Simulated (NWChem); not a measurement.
System: C2H6Sb cation; SMILES [CH3][Sb+][CH3]

NWChem input:

```
start job
memory heap 200 mb stack 900 mb global 1100 mb
charge 1
geometry units angstroms noautoz
  Sb     0.000000     0.000000     0.368381
  C      1.586657    -0.008063    -1.066441
  H      1.721171    -1.081228    -1.350820
  H      2.534925     0.352943    -0.624695
  H      1.312445     0.547897    -1.985742
  C     -1.586657     0.008063    -1.066441
  H     -1.312445    -0.547897    -1.985742
  H     -1.721171     1.081228    -1.350820
  H     -2.534925    -0.352943    -0.624695
end
basis spherical
  * library def2-svp
end
ecp
  Sb library def2-ecp
end
dft
  xc xperdew91 perdew91
  iterations 150
  mulliken
end
task dft energy
```

Parts of the log:

```
             Northwest Computational Chemistry Package (NWChem) 7.3.0
             --------------------------------------------------------

 C2  symmetry detected

                             Geometry "geometry" -> ""
                             -------------------------

 Output coordinates in angstroms (scale by  1.889725989 to convert to a.u.)

  No.       Tag          Charge          X              Y              Z
 ---- ---------------- ---------- -------------- -------------- --------------
    1 Sb                  51.0000     0.00000000     0.00000000     0.39638643
    2 C                    6.0000     1.58665738     0.00798722    -1.03843557
    3 H                    1.0000     1.73202009    -1.06376220    -1.32281457
    4 H                    1.0000     2.53122512     0.37856695    -0.59668957
    5 H                    1.0000     1.30683561     0.56114499    -1.95773657
    6 C                    6.0000    -1.58665738    -0.00798722    -1.03843557
    7 H                    1.0000    -1.30683561    -0.56114499    -1.95773657
    8 H                    1.0000    -1.73202009     1.06376220    -1.32281457
    9 H                    1.0000    -2.53122512    -0.37856695    -0.59668957

 Effective nuclear repulsion energy (a.u.)     242.5012313676

      Symmetry information
      --------------------

 Group name             C2
 Group number              4
 Group order               2
 No. of unique centers     5

 Summary of "ao basis" -> "ao basis" (spherical)
 ------------------------------------------------------------------------------
       Tag                 Description            Shells   Functions and Types
 ---------------- ------------------------------  ------  ---------------------
 Sb                         def2-svp                10       26   4s4p2d
 C                          def2-svp                 6       14   3s2p1d
 H                          def2-svp                 3        5   2s1p

      Symmetry analysis of basis
      --------------------------

        a          43
        b          41

            General Information
            -------------------
          SCF calculation type: DFT
          Wavefunction type:  closed shell.
          No. of atoms     :     9
          No. of electrons :    40
           Alpha electrons :    20
            Beta electrons :    20
          Charge           :     1
          Spin multiplicity:     1
          Use of symmetry is: on ; symmetry adaption is: on
          Maximum number of iterations: 150
          AO basis - number of functions:    84
                     number of shells:    40
          Convergence on energy requested:  1.00D-06
          Convergence on density requested:  1.00D-05
          Convergence on gradient requested:  5.00D-04

              XC Information
              --------------
                 Perdew 1991   Exchange Functional  1.000
                Perdew 1991 Correlation Functional  1.000 non-local
            Perdew 1991 LDA Correlation Functional  1.000 local

             Grid Information
             ----------------
          Grid used for XC integration:  medium
          Radial quadrature: Mura-Knowles
          Angular quadrature: Lebedev.
          Tag              B.-S. Rad. Rad. Pts. Rad. Cut. Ang. Pts.
          ---              ---------- --------- --------- ---------
          Sb                  1.45      123           9.0       590
          C                   0.70       49          11.0       434
          H                   0.35       45          12.0       434
          Grid pruning is: on
          Number of quadrature shells:   307
          Spatial weights used:  Erf1

      Superposition of Atomic Density Guess
      -------------------------------------

 Sum of atomic energies:        -355.85760947

 Renormalizing density from      41.00 to     40

      Non-variational initial energy
      ------------------------------

 Total energy =    -315.714668
 1-e energy   =    -755.934816
 2-e energy   =     313.535455
 HOMO         =      -0.578225
 LUMO         =      -0.427317

      Symmetry analysis of molecular orbitals - initial
      -------------------------------------------------

  Numbering of irreducible representations:

     1 a           2 b

  Orbital symmetries:

     1 a           2 b           3 a           4 b           5 a
     6 b           7 b           8 a           9 a          10 a
    11 b          12 a          13 b          14 a          15 a
    16 b          17 b          18 a          19 b          20 a
    21 b          22 b          23 a          24 a          25 b
    26 a          27 a          28 b          29 b          30 a

     ---------------------------------------------
      Total Density - Mulliken Population Analysis
     ---------------------------------------------

    Atom       Charge   Shell Charges
 -----------   ------   -------------------------------------------------------
    1 Sb  23    21.94   2.11 -0.07  1.44  0.43  2.96  3.08  1.34  0.53  9.90  0.23
    2 C    6     6.73   1.99  1.02  0.28  2.22  1.21  0.01
    3 H    1     0.76   0.60  0.13  0.03
    4 H    1     0.76   0.61  0.12  0.03
    5 H    1     0.77   0.61  0.13  0.03
    6 C    6     6.73   1.99  1.02  0.28  2.22  1.21  0.01
    7 H    1     0.77   0.61  0.13  0.03
    8 H    1     0.76   0.60  0.13  0.03
    9 H    1     0.76   0.61  0.12  0.03

   convergence    iter        energy       DeltaE   RMS-Dens  Diis-err
 ---------------- ----- ----------------- --------- --------- ---------
 d= 0,ls=0.0,diis     1   -319.6899546157 -4.46D+02  1.26D-02  7.53D-01
 d= 0,ls=0.0,diis     2   -319.6590001560  3.10D-02  9.81D-03  6.86D-01
 d= 0,ls=0.0,diis     3   -319.7300068620 -7.10D-02  4.14D-03  1.78D-01
 d= 0,ls=0.0,diis     4   -319.7560046643 -2.60D-02  1.07D-03  2.93D-03
 d= 0,ls=0.0,diis     5   -319.7564390017 -4.34D-04  2.20D-04  2.74D-04
  Resetting Diis
 d= 0,ls=0.0,diis     6   -319.7564967566 -5.78D-05  1.61D-05  1.44D-06
 d= 0,ls=0.0,diis     7   -319.7564969611 -2.05D-07  4.37D-06  2.59D-08

         Total DFT energy =     -319.756496961123
      One electron energy =     -768.432060286214
           Coulomb energy =      354.172944009595
    Exchange-Corr. energy =      -32.182074693446
 Nuclear repulsion energy =      126.684694008942

 Numeric. integr. density =       40.000024800595

                  Occupations of the irreducible representations
                  ----------------------------------------------

                     irrep           alpha         beta
                     --------     --------     --------
                     a                11.0         11.0
                     b                 9.0          9.0

                       DFT Final Molecular Orbital Analysis
                       ------------------------------------

 Vector   18  Occ=2.000000D+00  E=-5.489746D-01  Symmetry=a
              MO Center=  2.0D-13, -2.2D-14, -1.2D+00, r^2= 4.0D+00
   Bfn.  Coefficient  Atom+Function         Bfn.  Coefficient  Atom+Function
  ----- ------------  ---------------      ----- ------------  ---------------
    31      0.320184  2 C  py                60     -0.320184  6 C  py
    41     -0.259165  3 H  s                 75     -0.259165  8 H  s
    34      0.153524  2 C  py                63     -0.153524  6 C  py
    51      0.143700  5 H  s                 70      0.143700  7 H  s
    46      0.106652  4 H  s                 80      0.106652  9 H  s

 Vector   19  Occ=2.000000D+00  E=-4.860973D-01  Symmetry=b
              MO Center= -3.4D-15, -8.3D-17, -5.5D-01, r^2= 3.6D+00
   Bfn.  Coefficient  Atom+Function         Bfn.  Coefficient  Atom+Function
  ----- ------------  ---------------      ----- ------------  ---------------
    11      0.420361  1 Sb px                30     -0.297662  2 C  px
    59     -0.297662  6 C  px                46     -0.161151  4 H  s
    80      0.161151  9 H  s                 14      0.158015  1 Sb px
     8     -0.149769  1 Sb px                33     -0.150200  2 C  px
    62     -0.150200  6 C  px                32      0.131718  2 C  pz

 Vector   20  Occ=2.000000D+00  E=-4.483970D-01  Symmetry=a
              MO Center= -6.3D-15,  8.6D-16,  5.9D-02, r^2= 3.4D+00
   Bfn.  Coefficient  Atom+Function         Bfn.  Coefficient  Atom+Function
  ----- ------------  ---------------      ----- ------------  ---------------
    13      0.490314  1 Sb pz                 3      0.293897  1 Sb s
     4      0.247032  1 Sb s                 32     -0.225019  2 C  pz
    61     -0.225019  6 C  pz                16      0.222863  1 Sb pz
    10     -0.174033  1 Sb pz                30      0.142340  2 C  px
    59     -0.142340  6 C  px                 7     -0.139782  1 Sb pz

 Vector   21  Occ=0.000000D+00  E=-3.834636D-01  Symmetry=b
              MO Center= -4.8D-16, -3.7D-15,  2.7D-01, r^2= 2.9D+00
   Bfn.  Coefficient  Atom+Function         Bfn.  Coefficient  Atom+Function
  ----- ------------  ---------------      ----- ------------  ---------------
    12      0.671869  1 Sb py                15      0.475066  1 Sb py
     9     -0.226594  1 Sb py                 6     -0.181194  1 Sb py
    41      0.119214  3 H  s                 75     -0.119214  8 H  s
    31     -0.103099  2 C  py                60     -0.103099  6 C  py
    42      0.089738  3 H  s                 76     -0.089738  8 H  s

 Vector   22  Occ=0.000000D+00  E=-2.230822D-01  Symmetry=b
              MO Center= -3.2D-15,  7.6D-16,  2.8D-01, r^2= 4.1D+00
   Bfn.  Coefficient  Atom+Function         Bfn.  Coefficient  Atom+Function
  ----- ------------  ---------------      ----- ------------  ---------------
    14      0.890633  1 Sb px                29     -0.638359  2 C  s
    58      0.638359  6 C  s                 11      0.444846  1 Sb px
    33      0.212417  2 C  px                62      0.212417  6 C  px
    35     -0.201535  2 C  pz                64      0.201535  6 C  pz
    52      0.190711  5 H  s                 71     -0.190711  7 H  s

 Vector   23  Occ=0.000000D+00  E=-1.889280D-01  Symmetry=a
              MO Center=  2.7D-14, -4.9D-16, -1.3D-01, r^2= 4.5D+00
   Bfn.  Coefficient  Atom+Function         Bfn.  Coefficient  Atom+Function
  ----- ------------  ---------------      ----- ------------  ---------------
    16      1.020210  1 Sb pz                29      0.962174  2 C  s
    58      0.962174  6 C  s                  4     -0.893126  1 Sb s
    13      0.385570  1 Sb pz                33     -0.343277  2 C  px
    62      0.343277  6 C  px                 3     -0.266839  1 Sb s
    42     -0.261098  3 H  s                 76     -0.261098  8 H  s

     ---------------------------------------------
      Total Density - Mulliken Population Analysis
     ---------------------------------------------

    Atom       Charge   Shell Charges
 -----------   ------   -------------------------------------------------------
    1 Sb  23    22.18   2.11 -0.07  1.48  0.39  2.97  3.05  1.50  0.61  9.76  0.39
    2 C    6     6.33   1.98  0.92  0.29  2.08  1.03  0.01
    3 H    1     0.86   0.70  0.14  0.03
    4 H    1     0.86   0.70  0.13  0.02
    5 H    1     0.87   0.70  0.14  0.02
    6 C    6     6.33   1.98  0.92  0.29  2.08  1.03  0.01
    7 H    1     0.87   0.70  0.14  0.02
    8 H    1     0.86   0.70  0.14  0.03
    9 H    1     0.86   0.70  0.13  0.02

     -------------------------------------------
      Total Density - Lowdin Population Analysis
     -------------------------------------------

    Atom       Charge   Shell Charges
 -----------   ------   -------------------------------------------------------
    1 Sb  23    22.00   1.30  0.68  1.07  0.63  2.79  3.07  1.44  0.86  9.49  0.69
    2 C    6     6.23   1.96  0.61  0.35  1.86  1.40  0.04
    3 H    1     0.91   0.59  0.25  0.07
    4 H    1     0.93   0.61  0.25  0.07
    5 H    1     0.93   0.61  0.25  0.07
    6 C    6     6.23   1.96  0.61  0.35  1.86  1.40  0.04
    7 H    1     0.93   0.61  0.25  0.07
    8 H    1     0.91   0.59  0.25  0.07
    9 H    1     0.93   0.61  0.25  0.07

     Multipole analysis of the density
     ---------------------------------

     L   x y z        total         alpha         beta         nuclear
     -   - - -        -----         -----         ----         -------
     0   0 0 0      1.000000    -20.000000    -20.000000     41.000000

     1   1 0 0     -0.000000     -0.000000     -0.000000      0.000000
     1   0 1 0      0.000000      0.000000      0.000000      0.000000
     1   0 0 1     -0.452664     10.260533     10.260533    -20.973729

     2   2 0 0    -21.544608   -104.404551   -104.404551    187.264494
     2   1 1 0     -0.382051      0.076294      0.076294     -0.534639
     2   1 0 1     -0.000000     -0.000000     -0.000000      0.000000
     2   0 2 0    -23.809179    -17.583187    -17.583187     11.357195
     2   0 1 1     -0.000000     -0.000000     -0.000000     -0.000000
     2   0 0 2    -24.297281    -62.913481    -62.913481    101.529681
```

Level: PW91/def2-SVP with def2 effective core potentials on Sb. Coordinates come from a PBE-D3(BJ)/def2-SVP optimisation. def2 effective core potentials on Sb; no spin-orbit coupling.
